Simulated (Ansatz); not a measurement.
ClH2NO2W (`[NH2][W](=[O])(=[O])[Cl]`), one more setting.

```yaml
crystal:
  periodic: [false, false, false]
  atoms:
    - {symbol: N, position_ang: [-0.681015, 0.605687, 0.796485]}
    - {symbol: W, position_ang: [0.392790, -0.406970, -0.443699]}
    - {symbol: O, position_ang: [1.646258, -1.149881, 0.436019]}
    - {symbol: O, position_ang: [-0.606333, -1.584495, -1.159366]}
    - {symbol: Cl, position_ang: [1.275813, 0.935874, -2.056178]}
    - {symbol: H, position_ang: [-1.686910, 0.670027, 0.736573]}
    - {symbol: H, position_ang: [-0.340592, 0.929758, 1.690154]}
basis:
  gaussian: {orbitals: def2-mTZVPP, nuclear_model: gaussian}
hamiltonian: {xc: {name: HF}}
accuracy: high
```

```sh
$ ansatz run in.yaml --threads 4 --pin off --events-out ev --progress --plain --max-ram 10444MiB
```

Shortened log:

```
Functional definition: HF
2816 factors; integrals over basis functions are off by at most 3.9e-9 eV
mean field evaluation 1: about -19891.4647 eV, gradient 7.9e1 eV
mean field evaluation 2: about -19891.5419 eV, gradient 7.9e1 eV
mean field evaluation 4: about -19902.9317 eV, gradient 7.7e0 eV
mean field evaluation 8: about -19903.0821 eV, gradient 9.3e-1 eV
mean field evaluation 16: about -19903.0856 eV, gradient 4.9e-7 eV
mean field -19903.08556436 eV, -731.4249036944 hartree, gradient 9.1e-9 eV, S^2 0.000000; 0 other end points of the search recorded, 0 dependent functions left out
reference -19903.08556436 eV, -731.4249036944 hartree; 28, 28 occupied and 117, 117 virtual orbitals, 2816 factors
Total energy: -19903.08556436 eV, -731.4249036944 hartree
```

It took 2.1 s on 4 threads of an Intel Xeon 6975P-C on a shared host, with 0.65 GiB of host memory at the peak.
